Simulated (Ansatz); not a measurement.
Consider the atomization: `CC1(O)[SiH2][SiH2]1` → 2 C• + 8 H• + O• + 2 Si•.

Calculated with Ansatz (gas phase, PBE0-D4/def2-TZVP geometries, no zero-point term in ΔE). CCSD(T)/CBS is the MP2 limit (def2-TZVPP, def2-QZVPP) plus CCSD(T) − MP2 in def2-TZVPP, frozen cores. This one scheme is used for every species, atoms too. For atomizations the MP2-based limit and the directly extrapolated one differ by several kJ/mol either way, and by 10 to 25 for some Ge, Se and Sn compounds, so smaller differences from it don't rank the levels. DFT in def2-TZVPP. No spin–orbit coupling; open shells (•) take unrestricted orbitals. Spin–orbit coupling would lower the free atoms: a little for C, O, Si. One conformer a species, not always the lowest.

(1) What is ΔE at CCSD(T)/CBS? (Best estimate.)

(2) What do these levels give: LDA (SPW92), BLYP-D4, r2SCANh-D4, ωB97X-V, ωB97M-V, BLYP, r2SCAN, PBE0, BHLYP, HF/def2-TZVPP, SCS-MP2/def2-TZVPP, SCS-MP2/def2-QZVPP? (An estimate is asked.)

(3) What do rigid-rotor, harmonic-oscillator terms from PBE0-D4/def2-TZVP frequencies (298.15 K, 1 bar) make of the CCSD(T)/CBS value? (An estimate is asked.)

Largest T1 diagnostic among the species: 0.013.

Results:

(1) Ansatz gave: +1069.7 kcal/mol.

(2) Ansatz gave: LDA (SPW92) 1221.9, BLYP-D4 1062.6, r2SCANh-D4 1066.6, ωB97X-V 1074.8, ωB97M-V 1071.2, BLYP 1046.4, r2SCAN 1070.9, PBE0 1062.8, BHLYP 1030.2, HF/def2-TZVPP 770.4, SCS-MP2/def2-TZVPP 1048.8, SCS-MP2/def2-QZVPP 1068.1 kcal/mol.

(3) Ansatz gave: ΔZPE = -57.4 kcal/mol, ΔH = +1026.1 kcal/mol, ΔS = 1380 J/(mol·K), ΔG = +927.7 kcal/mol. Open shells count their whole term as degenerate.

From BLYP to BHLYP (50 % exact exchange), in def2-TZVPP and without D4, ΔE moves by −16.2 kcal/mol: exact exchange takes away binding that semilocal exchange gives to molecules. In def2-TZVPP, CCSD(T) changes the Hartree–Fock value by +270.3 kcal/mol (the triples alone add +15.8 kcal/mol) and MP2 by +279.7 kcal/mol; breaking electron pairs costs correlation energy, which Hartree–Fock lacks.
